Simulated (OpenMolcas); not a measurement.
# Cu⁶⁺: CASPT2 settings compared

| Quantity | Value |
| --- | --- |
| Program | OpenMolcas 26.06 |
| Basis | ANO-R3 [7s5p5d3f2g1h] |
| Scalar Hamiltonian | X2C, finite nucleus |
| Active space | 5 electrons in 5 orbitals (3d) |
| State averaging | 2S+1 = 6 even, 1 root; 2S+1 = 4 even, 24 roots; 2S+1 = 2 even, 75 roots |
| Spin-orbit coupling | RASSI with atomic mean-field integrals over the reference wave functions, term energies averaged over their components |

Methods on the same reference wave functions:
A. CASSCF
B. SS-CASPT2, IPEA 0.5 Eh, real shift 0.25 Eh (closed shells correlated: none)
C. SS-CASPT2, IPEA 0.2 Eh, imaginary shift 0.3 Eh (closed shells correlated: 3s 3p)
D. MS-CASPT2, IPEA 0.5 Eh, real shift 0.25 Eh (closed shells correlated: none)
E. MS-CASPT2, IPEA 0.2 Eh, imaginary shift 0.3 Eh (closed shells correlated: 3s 3p)
F. XMS-CASPT2, IPEA 0.1 Eh, imaginary shift 0.4 Eh (closed shells correlated: none)

Energies in cm⁻¹ above 3d⁵ ⁶S_5/2, the measured ground level; measured values from the list in Gamrath, thesis, University of Mons (2023).

```tsv
Level	A	B	C	D	E	F	Measured
3d⁵ ⁶S_5/2	0.0	0.0	0.0	0.0	0.0	0.0	0.0
3d⁵ ⁴G_5/2	51670	49220	47430	49220	47430	49170	
3d⁵ ⁴G_7/2	51777	49340	47560	49340	47560	49290	
3d⁵ ⁴G_11/2	51805	49380	47600	49380	47600	49320	
3d⁵ ⁴G_9/2	51840	49410	47630	49410	47630	49360	
3d⁵ ⁴P_5/2	59191	54190	52060	54190	52060	54090	50732
3d⁵ ⁴P_3/2	59477	54460	52360	54460	52360	54360	51067
3d⁵ ⁴P_1/2	59826	54770	52720	54770	52720	54660	51407
3d⁵ ⁴D_7/2	64182	59900	56880	59900	56880	59830	55742
3d⁵ ⁴D_1/2	64526	60240	57240	60240	57240	60160	56210
3d⁵ ⁴D_3/2	64794	60450	57510	60450	57510	60370	56428
3d⁵ ⁴D_5/2	64845	60480	57560	60480	57560	60400	56427
3d⁵ ²I_11/2	73722	71370	69360	71370	69360	71210	67757
3d⁵ ²I_13/2	73977	71670	69670	71670	69670	71510	67918
3d⁵ ²D_5/2(1) [61 %]	82015	76020	72700	76020	72700	75750	
3d⁵ ²D_3/2(1)	83533	77480	74070	77480	74070	77220	72227
3d⁵ ²F_7/2(1)	85545	79580	76610	79580	76610	79380	74408
3d⁵ ⁴F_9/2	86396	80290	77720	80290	77720	80150	75930
3d⁵ ⁴F_5/2	86596	80460	77860	80460	77860	80330	76019
3d⁵ ⁴F_7/2	86702	80580	78010	80580	78010	80420	76349
3d⁵ ⁴F_3/2	87370	81230	78580	81230	78580	81090	76886
3d⁵ ²H_9/2 [67 %]	90366	85350	82740	85350	82740	85100	80717
3d⁵ ²H_11/2	91291	86350	84120	86350	84120	86110	81954
3d⁵ ²G_7/2(1)	93606	88530	84650	88530	84650	88310	82746
```

Deviations, from unrounded energies. A percentage is the sum of absolute deviations over the sum of measured energies, with the sign that they share, or ± where signs differ.

| Against measurement | Levels | A | B | C | D | E | F |
| --- | --- | --- | --- | --- | --- | --- | --- |
| mean absolute deviation (cm-1) | 18 | 9200 | 4200 | 1600 | 4200 | 1600 | 4100 |
| other terms of the ground configuration (%) | 18 | +13.6 | +6.3 | +2.4 | +6.3 | +2.4 | +6.1 |

C, E lie about equally close to measurement and A furthest from it. The largest miss of E in the table is 3d⁵ ²F_7/2(1), by +2200 cm-1. The ranking rests on the paired levels alone, and a cruder setting can come out closer through cancelling errors.

Among B to F the level of the table that moves most is 3d⁵ ²G_7/2(1), by 3900 cm-1 (lowest in E, highest in D). Moves below CASPT2's spread within the term are not significant.

The two smallest mean deviations differ by little beside CASPT2's spread within terms, so their order carries little weight.

From A to B the spin-free energies of the other terms of 3d⁵ shown, above ⁶S, scale by factors of 0.92 to 0.97, as is usual when dynamic correlation screens the repulsion within a d or f shell.

The lowest spin-free term lies below A's lowest term by 0.073 hartree in B, 0.473 hartree in C, 0.073 hartree in D, 0.473 hartree in E, 0.075 hartree in F.

Term energies are means over components that CASPT2 splits; among the terms shown or strongly mixed into the levels shown the widest spread is 400 cm-1 (3d⁵ ⁴F, E). Some levels mix across a computed gap that differs much from the measured one, so their mixing is not that of the real levels. Without dynamic correlation excited terms often stand tens of per cent too high (terms of higher spin than the ground term too low), and those without a measured partner can miss by more than the paired ones (holds for A). Blocks of more than 70 roots (2S+1 = 2 even) ran without multistate coupling (holds for D; E). Measured partners are found by configuration, term and J. A level has none where our copy of the source lacks it or the pairing is in doubt (some pairs that miss far off the trend of their configuration count as doubtful), and it then counts in no deviation. Levels of configurations outside the active space are missing. Levels that lie high or do not pair safely by name in every column are left out.

A share in square brackets marks a mixed level and gives the weight of the term that names it, the lowest over the columns. A number in round brackets counts repeated terms of one configuration in the order of the reference energies.
